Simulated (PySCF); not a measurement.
CH5F3Si2, SMILES C([SiH2]F)[SiH](F)F.

The structure is a stationary point at PBE-D3(BJ)/def2-SVP. This is a generated structure with no PubChem entry under its InChIKey; it may be hypothetical. The values are those of a single conformer.

Method: ωB97X/def2-TZVP in PySCF.

Isolated molecule, no solvent.

Computed frontier levels, gap, dipole moment and polarisability:
```yaml
highest_occupied_level: -11.71 eV
lowest_empty_level: 1.87 eV
orbital_gap: 13.58 eV
dipole_moment: 2.63 D
quadrupole, principal values (traceless, Buckingham form, about the centre of nuclear charge): -8.93, 2.00, 6.93 D·Å
mean_static_polarisability: 57.9 bohr³ (8.58 Å³)
polarisability_principal_values: 52.9, 54.2, 66.6 bohr³
```
